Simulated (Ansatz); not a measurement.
Start from `N#[C][In]([F])[Cl]` and change one atom or group to get `[CH3][In]([Cl])[C]#N`.

Ansatz, PBE0-D4/def2-TZVP geometries, multiplicity 1. 

Elements past krypton have def2 core potentials.

```csv
property,`N#[C][In]([F])[Cl]`
HOMO energy (B3LYP/def2-TZVPP) / eV,-9.61
HOMO–LUMO gap (PBE/def2-TZVPP) / eV,4.78
LUMO energy (PBE/def2-TZVPP) / eV,-3.64
HOMO energy (PBE/def2-TZVPP) / eV,-8.41
LUMO energy (PBE0/def2-TZVPP) / eV,-2.72
size of the dipole moment (B3LYP/def2-TZVPP) / D,1.60
```

Q: Give the same properties after the change, and the shifts. (Best estimate.)

A: Computed: 
```csv
property,`[CH3][In]([Cl])[C]#N`,shift
HOMO energy (B3LYP/def2-TZVPP) / eV,-8.52,1.09
HOMO–LUMO gap (PBE/def2-TZVPP) / eV,4.42,-0.36
LUMO energy (PBE/def2-TZVPP) / eV,-3.00,0.64
HOMO energy (PBE/def2-TZVPP) / eV,-7.42,0.99
LUMO energy (PBE0/def2-TZVPP) / eV,-2.26,0.46
size of the dipole moment (B3LYP/def2-TZVPP) / D,4.88,3.28
```

With PBE0 the HOMO rises by 1.11 eV and the LUMO rises by 0.46 eV, so the gap narrows by about 0.65 eV. PBE moves the HOMO by 0.99 eV and ωB97M-V by 1.20 eV. Dipoles are sizes alone; their direction can turn.

B3LYP here is the variant with VWN-RPA as its local correlation; programs differ in this.
